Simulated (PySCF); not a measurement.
Compound: C₆H₁₁NSSi.
Numbering: `[CH3:1][CH:2]([CH3:3])[S:4][C@@H:5]1[CH2:6][Si@@H:7]1[C:8]#[N:9]` (hydrogens: H10, H11, H12 on C1; H13 on C2; H14, H15, H16 on C3; H17 on C5; H18, H19 on C6; H20 on Si7)

Geometry (GFN2-xTB, Å), atoms numbered from 1 in this order:
```xyz
20
C6H11NSSi angstrom
C     -1.0239    1.5251   -0.6772
C     -1.6192    0.4397    0.2016
C     -2.3437   -0.6271   -0.6025
S     -0.3586   -0.3045    1.3174
C      0.7692   -1.1255    0.1820
C      2.1558   -1.4284    0.7570
Si     2.2040   -0.2323   -0.6922
C      2.4322    1.5499   -0.2620
N      2.5836    2.6626   -0.0315
H     -1.8202    2.0541   -1.1975
H     -0.3557    1.0950   -1.4227
H     -0.4624    2.2400   -0.0809
H     -2.3080    0.8871    0.9237
H     -1.6834   -1.0572   -1.3532
H     -2.6990   -1.4221    0.0494
H     -3.1993   -0.1881   -1.1126
H      0.2851   -1.9586   -0.3144
H      2.4990   -2.4483    0.6488
H      2.3301   -1.0499    1.7551
H      2.6090   -0.6009   -2.0334
```

Computed at PBE0/pcSseg-1 (PySCF, non-relativistic), with Q(33S) = −0.0678 b, Q(14N) = 0.02044 b: S4, 33S (I = 3/2): χzz = 48.53 MHz, η = 0.618; N9, 14N (I = 1): χzz = -5.484 MHz, η = 0.078.

Task: Where would the pure quadrupole (NQR) lines of 33S at S4 fall for the rigid, isolated species?

Result: From ν = (|χ|/2)√(1 + η²/3): ν = 25.76 MHz (sulfide sulfur).

Task: Find the zero-field quadrupole resonance frequencies of 14N at N9.

Result: From ν± = (3/4)|χ|(1 ± η/3) and ν0 = |χ|η/2: ν+ 4.221 MHz, ν− 4.005 MHz, ν0 0.215 MHz (cyano nitrogen).

In a crystal, neighbours and librations shift these lines. GFN2-xTB bond lengths can be off by several hundredths of an ångström, more for odd bonds, and the gradients follow them. A larger basis could move these couplings by a tenth or more.

One conformer stands for the species.
